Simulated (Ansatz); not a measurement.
C₂H₆BFOSi, SMILES `OC1([SiH2]F)BC1`. Charge 0, multiplicity 1. The structure was optimised at the PBE0-D4/def2-TZVP level. It is one conformer, not always the lowest.

```xyz
12

O     0.588    1.556   -0.659
C     0.070    0.290   -0.268
Si    1.076   -0.562    1.032
F     2.504   -0.971    0.427
B    -0.875   -0.447   -1.221
C    -1.454    0.222    0.005
H     1.201    1.414   -1.386
H     1.336    0.347    2.174
H     0.391   -1.802    1.480
H    -1.037   -0.899   -2.303
H    -1.765   -0.269    0.923
H    -2.035    1.122   -0.203
```

(1) What is the dipole moment at ωB97M-V/def2-TZVPP? (Estimate.)

(2) And with PBE, r2SCAN, B3LYP? (Estimate.)

(3) Give the Mulliken charges with ωB97M-V, B3LYP, PBE in def2-TZVPP. (An estimate is asked.)

## Answers

(1) The calculation gave: 1.49 D, with components (-1.27, -0.41, -0.67) D in this frame, pointing from negative to positive charge.

(2) Computed: PBE 1.34 D, r2SCAN 1.41 D, B3LYP 1.48 D.

(3) Ansatz gave: 
```
atom  ωB97M-V  B3LYP    PBE
  O1    -0.32  -0.34  -0.30
  C2    -0.02   0.08   0.08
 Si3     0.50   0.56   0.47
  F4    -0.32  -0.33  -0.29
  B5    -0.07  -0.07  -0.09
  C6    -0.24  -0.22  -0.18
  H7     0.19   0.20   0.21
  H8    -0.04  -0.08  -0.08
  H9    -0.05  -0.10  -0.09
 H10     0.13   0.08   0.06
 H11     0.12   0.12   0.11
 H12     0.12   0.11   0.10
```

B3LYP here is the variant with VWN-RPA as its local correlation; programs differ in this.
